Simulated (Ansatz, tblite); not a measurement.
Cost and result up the ladder for the cluster Ta4Si3 (7 atoms). Total charge 0; singlet. Geometry: PBE-D4/def2-SVP.

```xyz
7

Ta    1.0897   -0.2431   -1.4912
Ta    0.3497   -1.8940    0.3491
Ta   -0.1423    1.5946    0.5225
Ta    1.8280    0.1397    0.9386
Si   -0.6537   -0.2940    2.0508
Si   -1.5460   -0.6103   -0.5492
Si   -0.9253    1.3071   -1.8205
```

Ansatz on 4 threads of Arm Neoverse V2 on a shared host; xTB runs through tblite on one thread. Times are rough, summed over both states, and most runs start from the orbitals of an earlier one. PBE0-D4/def2-TZVP serves as the yardstick here, not as an exact answer. The other state is a quintet at its own geometry.

In the def2 sets Ta takes a core potential; there is no spin–orbit coupling. The xTB rows come from tblite. HSE06 is defined as in plane-wave codes, on full-range PBE exchange. The order of the spin states hangs on the level: the triplet lies 0.12 eV below the singlet at PBE0-D4/def2-TZVP, but 0.00 eV above it at PBE-D4/def2-TZVP. At PBE0-D4/def2-TZVP a triplet of charge 0 lies 0.38 eV below the quintet, each at its own geometry. The structure comes from a short search, and lower isomers may exist.

Run but left out: HF/def2-TZVP, MP2/def2-TZVP (singlet: restricted singlet, unstable towards broken spin symmetry); LC-ωPBE/def2-TZVP (quintet: ⟨S²⟩ 6.30, where a pure state has 6.00).

xTB has no spin-polarisation term.

```
                            level  functions  quintet − singlet (eV)  difference from PBE0-D4/def2-TZVP (eV)
               HSE06-D4/def2-TZVP        271                    0.29                                    0.02
                         GFN1-xTB         63                    1.99                                    1.73
                PBE0-D4/def2-TZVP        271                    0.26                                    0.00
r2SCAN-D4/def2-TZVP (with forces)        271                    0.18                                   -0.09
                 PBE-D4/def2-TZVP        271                    0.51                                    0.24
```

(1) Estimate how long each takes.

Answers

(1) GFN1-xTB 0.022 s; PBE-D4/def2-TZVP 23 s; HSE06-D4/def2-TZVP 43 s; PBE0-D4/def2-TZVP 54 s; r2SCAN-D4/def2-TZVP (with forces) 68 s. On shared hardware such times vary by a factor of up to 3.
